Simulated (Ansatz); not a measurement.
Input and output for the cluster Be₇O₈ (the lowest singlet isomer of a short search).

```yaml
crystal:
  periodic: [false, false, false]
  atoms:
    - {symbol: Be, position_ang: [1.363484, -1.423097, -0.281820]}
    - {symbol: Be, position_ang: [-2.232584, 0.358565, -0.332189]}
    - {symbol: Be, position_ang: [0.230033, -0.806073, 1.772746]}
    - {symbol: Be, position_ang: [-0.847918, -1.557779, -0.289015]}
    - {symbol: Be, position_ang: [0.083176, 0.627814, -1.372438]}
    - {symbol: Be, position_ang: [2.204552, 0.665298, -0.091903]}
    - {symbol: Be, position_ang: [-0.025537, 1.504122, 0.815828]}
    - {symbol: O, position_ang: [2.665432, -0.689113, -0.004634]}
    - {symbol: O, position_ang: [0.191235, 0.623139, 2.014194]}
    - {symbol: O, position_ang: [0.289255, -1.970202, 0.827111]}
    - {symbol: O, position_ang: [1.019593, 1.539359, -0.419675]}
    - {symbol: O, position_ang: [-2.242463, -1.062489, -0.058835]}
    - {symbol: O, position_ang: [-1.525550, 1.751554, 0.134879]}
    - {symbol: O, position_ang: [0.236395, -0.906961, -1.356477]}
    - {symbol: O, position_ang: [-1.409103, 1.345884, -1.357761]}
basis:
  gaussian: {orbitals: def2-TZVP}
hamiltonian: {xc: {name: wPBEh}}
scf: {omitted_lower_state_checks: [starts]}
```

```sh
$ ansatz run in.yaml --threads 4 --pin off --events-out ev --progress --plain --max-ram 6963MiB
```

Output, abridged:

```
Functional definition: wPBEh
2195 factors; their error is unknown
202 factors; integrals over basis functions are off by at most 6.3e-7 eV
mean field evaluation 1: about -19163.7754 eV, gradient 1.4e2 eV
mean field evaluation 2: about -19064.3925 eV, gradient 2.6e2 eV
mean field evaluation 4: about -19193.2090 eV, gradient 2.2e1 eV
mean field evaluation 8: about -19194.0109 eV, gradient 2.7e-1 eV
mean field evaluation 16: about -19194.0328 eV, gradient 8.0e-4 eV
mean field -19194.03282255 eV, -705.3676960462 hartree, gradient 6.2e-5 eV, S^2 0.000000; 0 other end points of the search recorded, 0 dependent functions left out
reference -19194.03292182 eV, -705.3676996943 hartree; 46, 46 occupied and 335, 335 virtual orbitals, 2195 factors
Total energy: -19194.03292182 eV, -705.3676996943 hartree
Checks for a lower state left out: starts
```

Hardware: 4 threads of Arm Neoverse V2 on a shared host. Wall time 15 s, peak host memory 1.5 GiB.

The restricted singlet is unstable towards broken spin symmetry in Hartree–Fock (as tested in another run); at RKS ωPBEh/def2-TZVP this wasn't settled.
